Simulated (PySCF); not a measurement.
Computed IR spectrum (relative IR intensity) of a molecule C₄H₁₂N, charge +1. Coordinates come from a B3LYP-D3(BJ)/def2-SVP optimisation. Other conformers were not sampled. Level of theory: B3LYP-D3(BJ)/def2-SVP run with PySCF. Harmonic, unscaled wavenumbers; measured fundamentals usually lie a few per cent lower.

| ν (cm⁻¹) | relative intensity |
|---|---|
| 950 | 41 |
| 1430 | 5.2 |
| 1498 | 100 |

### Question
Which structure fits?
(A) CC(C)(C)[NH3+]
(B) C[N+](C)(C)C
(C) CC[NH2+]CC

### Answer
B, C[N+](C)(C)C
